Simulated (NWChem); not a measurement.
System: GaCl, singlet; SMILES [Ga][Cl]

```xyz
2

Ga     0.0000     0.0000    -0.8109
Cl     0.0000     0.0000     1.4436
```
Atoms are numbered in this order, from 1.

Computed with NWChem. Geometry optimised at B3LYP/6-31G*; all other runs use it. Pople sets run with spherical d functions. Low-valent species are run as closed-shell singlets; no triplet was tried in these runs. Vzz has the sign of the potential's second derivative.

| quantity | level | value |
|---|---|---|
| −ε(HOMO) (eV) | B3LYP/def2-TZVP | 7.38 |
| vertical, lowest state with f > 0.02, singlet (eV) | LRC-wPBEh/6-31G*, full TDDFT | … |
| anisotropy (bohr³) at 589 nm | B3LYP/6-31G* | 27.3 |
| Vzz Ga1 (a.u.) | PBE0/def2-TZVP | … |
| dipole (D) | B3LYP/6-31G* | … |
| highest harmonic frequency (cm⁻¹) | B3LYP/6-31G* | 348 |

Q: What belongs in the gaps?

A: 
- vertical, lowest state with f > 0.02, singlet (eV), value: 4.88
- Vzz Ga1 (a.u.), value: -2.083
- dipole (D), value: 2.62
